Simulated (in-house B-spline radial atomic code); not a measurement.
Settings and results of a run for neutral boron (an excited or competing configuration). Level of theory: scalar-relativistic (X2C) wB97X, spin-polarised, spherical fractional occupations, exact exchange averaged over the configuration, Fermi nucleus of rms radius 2.406 fm; calculated with an all-electron radial atomic-structure program (B-spline basis).

Command:
```bash
python run_scf.py task.json out
```
Settings (nuclear radius in fm, mass in u):
```
Z                5
configuration    [He] 2s2 3s1
hamiltonian      x2c
method           wb97x
spin_polarised   True
nucleus          fermi
rms_radius       2.406
atomic_mass      11.00931
speed_of_light   137.035999084
exact_exchange   averaged over the configuration
```

Output (hartree, bohr):
```
 radial grid: 80 intervals, B-splines of order 8, outer radius 50 bohr

 iter        energy (Eh)    residual
    1         -23.984669    9.86e-02
    2         -24.450882    2.24e-02
    3         -24.458359    1.31e-02
    4         -24.461790    1.36e-02
    5         -24.464505    4.42e-03
    6         -24.464655    2.00e-02
    7         -24.464882    7.90e-03
    8         -24.464941    1.10e-03
    9         -24.464942    1.17e-03
   10         -24.464943    4.42e-04
   11         -24.464943    1.78e-04
   12         -24.464943    1.37e-05
   13         -24.464943    1.55e-05
   14         -24.464943    4.89e-06
   15         -24.464943    1.34e-06
   16         -24.464943    6.56e-07
   17         -24.464943    1.21e-06
   18         -24.464943    8.42e-07
   19         -24.464943    1.11e-06
   20         -24.464943    2.29e-07

 total energy                       -24.46494
 kinetic                              24.4286
 electron-nucleus                    -55.6201
 Hartree                              10.4056
 exact exchange                       -1.1366
 exchange-correlation                 -2.5425

 orbital      occ     eigenvalue          <r>       <r^2>       <1/r>       r_max
 1s up      1.000        -7.2563     0.326698    0.144653     4.68019      0.2101
 1s down    1.000        -7.2551     0.326692    0.144626      4.6798      0.2102
 2s up      1.000        -0.6861      1.78169     3.75054    0.793854       1.437
 2s down    1.000        -0.6824      1.79729     3.80952    0.785528       1.445
 3s up      1.000        -0.1199      6.61462     49.3002    0.190409       5.753
```

Time taken, with all properties: 0.21 s on 1 thread of Intel(R) Xeon(R) 6975P-C, with other jobs on the host.
